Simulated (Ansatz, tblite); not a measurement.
Removing and adding an electron: Zn10H30Se10. The state is a singlet with charge 0. Geometry: PBE-D4/def2-SVP. Ansatz, gas phase; energy differences of separate SCF runs; the oxidised species was run as a doublet alone; the reduced species was run as a doublet alone.

```xyz
50

Zn   -1.998    2.411    1.282
Zn   -3.161    0.182   -3.391
Zn    1.369    3.117    0.161
Zn    1.781    0.262   -4.268
Zn   -4.450   -1.051   -0.956
Zn    0.864    0.631    3.146
Zn   -1.075   -3.935    1.655
Zn   -0.101   -0.861   -0.718
Zn    3.711   -0.348   -2.059
Zn    1.877   -3.659    1.532
Se   -2.723    2.044   -1.262
Se   -3.620    0.498    2.095
Se    0.065    1.109    0.833
Se   -0.555   -0.359   -3.135
Se    1.480    2.484   -2.425
Se    3.708    2.035    0.628
Se   -2.097   -2.143   -0.026
Se   -0.507   -1.627    3.270
Se    3.123   -0.697    2.877
Se    2.114   -1.856   -0.489
H    -2.255    3.820    1.894
H    -3.692   -1.115   -2.572
H    -3.457    1.222   -4.516
H     1.135    4.634    0.432
H     1.633    1.089   -5.583
H     2.685   -0.807   -3.446
H    -4.223    0.460   -0.345
H    -5.542   -2.170   -0.817
H     0.787    1.616    4.359
H    -2.094   -4.617    2.621
H     0.316   -4.134    0.825
H     3.176    1.139   -1.559
H     5.152   -0.971   -2.135
H     1.523   -2.559    2.720
H     3.002   -4.743    1.372
H    -4.004    2.773   -1.432
H    -1.965    3.237   -1.826
H    -4.856    1.311    2.010
H    -3.447    0.894    3.541
H    -0.599   -1.810   -3.447
H     0.555    3.547   -3.006
H     2.657    3.279   -2.849
H     4.601    2.836   -0.244
H     4.054    2.924    1.807
H    -1.982   -3.089   -1.165
H    -1.780   -1.092    3.924
H    -0.106   -2.242    4.558
H     3.015   -1.211    4.266
H     3.971    0.452    3.375
H     1.938   -2.914   -1.513
```

The xTB rows come from tblite. Single mean-field runs in def2-TZVP are fitted with def2-universal-jkfit.

| level | −HOMO (eV) | vertical IE (eV) | −LUMO (eV) | vertical EA (eV) | HOMO–LUMO gap (eV) | IE − EA (eV) |
| --- | --- | --- | --- | --- | --- | --- |
| GFN1-xTB | 10.00 | 11.53 | 6.46 | 5.05 | 3.54 | 6.48 |
| GFN2-xTB | 10.91 | 12.28 | 8.16 | 6.78 | 2.76 | 5.50 |
| PBE0-D4/def2-TZVP | 6.80 | 7.99 | 1.96 | 1.12 | 4.84 | 6.87 |

Q: Estimate the rows for PBE-D4/def2-TZVP, r2SCAN0-D4/def2-TZVP.

A: 
| level | −HOMO (eV) | vertical IE (eV) | −LUMO (eV) | vertical EA (eV) | HOMO–LUMO gap (eV) | IE − EA (eV) |
| --- | --- | --- | --- | --- | --- | --- |
| PBE-D4/def2-TZVP | 5.78 | – | 2.71 | 1.47 | 3.07 | – |
| r2SCAN0-D4/def2-TZVP | 6.96 | 8.08 | 1.88 | 1.03 | 5.08 | 7.05 |

Run but left out: PBE-D4/def2-TZVP (charge +1 doublet: an occupied level 0.09 eV above an empty one).   Raw xTB energy differences between charge states are shifted by several eV; the methods need an empirical correction for them. Sets without diffuse functions give affinities that are too small.
